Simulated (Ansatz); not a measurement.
`Cc1cc(-c2sc(-c3sc(-c4sc(C#C[Si](C)(C)C)cc4C)cc3C)cc2C)sc1C#C[Si](C)(C)C`, 70 atoms. Hardware: 2 threads of AMD EPYC 7R13 on a shared host and a share (18 GiB) of an NVIDIA H100 80GB HBM3.

Single mean-field runs in def2-SVP are fitted with def2-universal-jkfit.

**Question.** How many basis functions does each of these Ansatz runs have, and roughly what does it cost? PBE0-D4/def2-SVP, charge 1 doublet at the geometry of the charge 0 singlet, energy; PBE-D4/def2-SVP, charge 1 doublet at the geometry of the charge 0 singlet, energy, from earlier orbitals; PBE0-D4/def2-SVP, charge 0 triplet at the geometry of the charge 0 singlet, energy; r2SCAN-D4/def2-SVP, charge 0 singlet, energy and forces, from earlier orbitals; r2SCAN-D4/def2-SVP, charge 0 singlet, relaxation, 19 steps; PBE0-D4/def2-SVP, charge 0 singlet, energy and forces, from earlier orbitals; PBE-D4/def2-SVP, charge 0 singlet, energy, from earlier orbitals; PBE-D4/def2-SVP, charge -1 doublet at the geometry of the charge 0 singlet, energy, from earlier orbitals; PBE0-D4/def2-SVP, charge -1 doublet at the geometry of the charge 0 singlet, energy; PBE-D4/def2-SVP, charge 0 triplet at the geometry of the charge 0 singlet, energy, from earlier orbitals.

**Answer.** Other jobs shared the machine, so times can vary by a factor of up to 3.

| run | functions | fitting or Cholesky vectors | wall time | peak host memory (GiB) |
| --- | --- | --- | --- | --- |
| PBE-D4/def2-SVP, charge 0 singlet, energy, from earlier orbitals | 698 | 3630 | 4.9 s | 1.1 |
| PBE-D4/def2-SVP, charge -1 doublet at the geometry of the charge 0 singlet, energy, from earlier orbitals | 698 | 3630 | 8.5 s | 1.3 |
| PBE-D4/def2-SVP, charge 1 doublet at the geometry of the charge 0 singlet, energy, from earlier orbitals | 698 | 3630 | 8.5 s | 1.3 |
| PBE0-D4/def2-SVP, charge 0 singlet, energy and forces, from earlier orbitals | 698 | 3630 | 12 s | 1.9 |
| PBE-D4/def2-SVP, charge 0 triplet at the geometry of the charge 0 singlet, energy, from earlier orbitals | 698 | 3630 | 12 s | 1.3 |
| PBE0-D4/def2-SVP, charge -1 doublet at the geometry of the charge 0 singlet, energy | 698 | 3630 | 13 s | 1.4 |
| r2SCAN-D4/def2-SVP, charge 0 singlet, energy and forces, from earlier orbitals | 698 | 3630 | 13 s | 1.3 |
| PBE0-D4/def2-SVP, charge 1 doublet at the geometry of the charge 0 singlet, energy | 698 | 3630 | 20 s | 1.4 |
| PBE0-D4/def2-SVP, charge 0 triplet at the geometry of the charge 0 singlet, energy | 698 | 3630 | 20 s | 1.5 |
| r2SCAN-D4/def2-SVP, charge 0 singlet, relaxation, 19 steps | 698 | 3630 | 2.2 min | 1.2 |
